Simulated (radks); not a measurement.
Task: These are the eigenvalues of the occupied orbitals of an atom or ion with whole-number occupations (eV). Calculated with a radial shooting solver on a logarithmic mesh with Libxc functionals: scalar-relativistic Kohn-Sham, exchange-only r2SCAN, spin-polarised, spherical densities, finite nucleus; meta-GGA in the generalised Kohn-Sham scheme; Fermi nuclear charge, rms radius of each element as measured or else 0.836 A^(1/3) + 0.57 fm.

| orbital | eigenvalue |
|---|---|
| 1s up | -26644.28 |
| 1s down | -26643.81 |
| 2s up | -4027.147 |
| 2s down | -4026.259 |
| 2p up | -3617.339 |
| 2p down | -3616.416 |
| 3s up | -809.7891 |
| 3s down | -809.2955 |
| 3p up | -674.1790 |
| 3p down | -673.5049 |
| 3d up | -462.5067 |
| 3d down | -461.4785 |
| 4s up | -172.6861 |
| 4s down | -167.7363 |
| 4p up | -131.6079 |
| 4p down | -126.7561 |
| 4d up | -70.7937 |
| 4d down | -66.2851 |
| 5p up | -37.2403 |

Which element is it, and in what charge state? The configuration may be excited. Open shells, if any, are filled with parallel spins first.

Result: Z = 48, cadmium, charge +4: Cd4+ in [Ar] 3d10 4s2 4p5 4d8 5p1. The list shows which subshells hold electrons but not how many an open one holds; the 1s level, -979.16 hartree, gives Z - s = 44.3 by -(Z - s)^2/2, which with screening and relativity narrows Z to a few neighbours, and the depths of the outer levels then fix element, charge and occupations together.
